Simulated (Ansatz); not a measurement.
This geometry of C₃H₉NSi (14 atoms, charge 0, multiplicity 1) is a first-order saddle point.

Theory: RKS PBE0-D4/STO-3G in Ansatz.

```xyz
14
Properties=species:S:1:pos:R:3
C -0.654 -0.665 1.318
C -0.151 -0.297 -0.116
Si 1.702 0.078 -0.135
C -0.922 0.899 -0.681
N -1.495 1.021 -1.848
H 0.142 -0.606 2.071
H -1.052 -1.687 1.335
H -1.459 0.011 1.635
H -0.330 -1.150 -0.789
H 1.967 1.224 0.700
H 2.418 -1.064 0.381
H 2.137 0.349 -1.484
H -0.988 1.771 -0.005
H -1.330 0.088 -2.355
```

(1) Which two structures does it join? (They come from a converged band through this point; their orientation in space is the band's.)

(2) How far does it lie above each of them?

## Answers

(1) No bond is made or broken. The dihedral H6–C1–C2–Si3 goes from 62 to -58°. The two ends are copies of one structure, up to a mirror image or an exchange of like atoms.

Image 0:

```xyz
14
Properties=species:S:1:pos:R:3
C -0.667 -0.650 1.294
C -0.169 -0.286 -0.129
Si 1.705 -0.030 -0.152
C -0.875 0.971 -0.639
N -1.492 1.155 -1.775
H -0.460 0.164 2.001
H -0.169 -1.557 1.661
H -1.751 -0.832 1.294
H -0.416 -1.114 -0.813
H 2.049 1.079 0.703
H 2.353 -1.226 0.332
H 2.146 0.243 -1.498
H -0.846 1.835 0.050
H -1.421 0.221 -2.301
```

Image 8:

```xyz
14
Properties=species:S:1:pos:R:3
C -0.649 -0.667 1.294
C -0.144 -0.301 -0.126
Si 1.706 0.093 -0.112
C -0.928 0.888 -0.684
N -1.531 0.999 -1.837
H -0.093 -1.524 1.697
H -1.715 -0.930 1.275
H -0.520 0.178 1.984
H -0.313 -1.161 -0.794
H 1.946 1.240 0.727
H 2.427 -1.042 0.411
H 2.158 0.372 -1.454
H -0.979 1.767 -0.016
H -1.379 0.060 -2.337
```

(2) 3.0 kcal/mol above the first and 3.0 kcal/mol above the second. This is the barrier of this one path; another mechanism may lie lower. Limits of this set-up: minimal basis.

Run time: 4.2 min on 1 thread of Intel(R) Xeon(R) Platinum 8375C CPU @ 2.90GHz (Ice Lake), with other jobs on the host, peak memory 0.13 GiB.
